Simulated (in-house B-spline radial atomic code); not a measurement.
Configurations of Pb⁷⁺, with energies counted from [Xe] 4f14 (5d3/2)4 (5d5/2)3. Level of theory: Dirac-Hartree-Fock, average of each configuration as written, Fermi nucleus of rms radius 5.5012 fm; calculated with a radial B-spline atomic code at the basis-set limit. Energies include first-order Breit, QED and recoil terms.

Occupations are held fixed; configurations that lie above the ionisation limit could autoionise.

```
                                                  configuration  E - E(ref) (eV)  highest orbital  its <r> (bohr)
[Kr] 4d10 4f14 5s2 (5p1/2)1 (5p3/2)4 (5d3/2)2 (5d5/2)5 (6p3/2)1           142.44            6p3/2           2.104
                   [Xe] (4f5/2)6 (4f7/2)7 (5d3/2)2 (5d5/2)5 6s1           159.36            6s1/2           1.787
     [Kr] 4d10 4f14 5s2 (5p1/2)2 (5p3/2)3 (5d3/2)3 (5d5/2)4 8s1           160.26            8s1/2           4.946
              [Xe] (4f5/2)5 (4f7/2)8 (5d3/2)3 (5d5/2)4 (8p1/2)1           225.54            8p1/2            5.28
```

(1) Order these further configurations by energy, lowest first.
A. [Xe] 4f14 (5d3/2)1 (5d5/2)6
B. [Kr] 4d10 4f14 5s2 (5p1/2)2 (5p3/2)3 (5d3/2)3 (5d5/2)4 (5f5/2)1
C. [Kr] 4d10 4f14 5s2 (5p1/2)1 (5p3/2)4 (5d3/2)4 (5d5/2)3 6s1
D. [Xe] (4f5/2)5 (4f7/2)8 (5d3/2)1 (5d5/2)6 (7f7/2)1
E. [Xe] 4f14 (5d3/2)3 (5d5/2)4

## Answers

(1) E (3.2826 eV), A (8.7413 eV), C (121.38 eV), B (131.29 eV), D (235.67 eV).
